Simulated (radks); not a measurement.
Results of a calculation; reference values are marked as such.
Kinetic energies: the exact non-interacting value of the Kohn-Sham orbitals and orbital-free approximations, as 100 (|E| - |E exact|)/|E exact|, negative where the magnitude is too small. Species: He [He]; Ga+ [Ar] 3d10 4s2; Ag+ [Kr] 4d10. Level of theory: non-relativistic Kohn-Sham, LDA (Slater exchange, Perdew-Wang correlation), spin-polarised, spherical densities, point nucleus (a radial shooting solver on a logarithmic mesh with Libxc functionals). Every spin shell is full or empty, so the densities are truly spherical. Functionals are evaluated on that one density, not self-consistently.

functional,He,Ga+,Ag+
exact (hartree),2.76739,1919.69,5191.56
Thomas-Fermi,-11.27,-6.27,-5.39
von Weizsacker,0.00,-51.26,-57.64
TF + vW,+88.73,+42.47,+36.97
TF + vW/9,-0.16,-0.85,-0.68
TF + vW/5,+8.73,+3.48,+3.08
LC94,-0.47,-0.09,+0.07
APBEK,-0.53,0.00,+0.12
revAPBEK,+0.35,+0.23,+0.31
Perdew 92,-0.14,-0.84,-0.67
Thakkar,-0.15,-0.55,-0.55
Pearson,-4.93,-1.26,-0.94
LKT,+58.81,+23.00,+19.61
PG1,+51.12,+18.20,+15.42
DePristo-Kress,-0.37,-0.18,-0.09
Ernzerhof,+3.08,-0.48,-0.40
